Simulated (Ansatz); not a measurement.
`BrB1CC1`, relaxed with RKS PBE-D4/def2-SVP in Ansatz from a rough embedded geometry. The force threshold is 0.03 eV/Å; the program also tests the step.

The species carries charge 0 and has multiplicity 1.

Start:

```xyz
8

Br   -0.024   -2.838   -0.605
B    -0.011   -0.945   -0.206
C     0.314    0.566   -0.539
C    -0.297    0.383    0.742
H     1.408    0.838   -0.486
H    -0.339    1.021   -1.342
H     0.337    0.392    1.635
H    -1.387    0.582    0.800
```

Q: By how much does the energy fall, and how many steps does the optimiser take? (Estimate.)

A: Computed: 61.72 kJ/mol, in 4 steps.

Q: Which bonds change most? (An estimate is asked.)

A: Computed: C3–C4 from 1.431 to 1.568 Å; B2–C4 from 1.657 to 1.529 Å; B2–C3 from 1.582 to 1.529 Å; Br1–B2 from 1.935 to 1.885 Å.

Q: Give the relaxed structure. (Best estimate.)

A: Computed: 
```xyz
8

Br   -0.029   -2.747   -0.575
B    -0.009   -0.902   -0.189
C     0.348    0.524   -0.610
C    -0.340    0.242    0.771
H     1.399    0.864   -0.594
H    -0.247    1.043   -1.383
H     0.262    0.400    1.684
H    -1.386    0.575    0.896
```
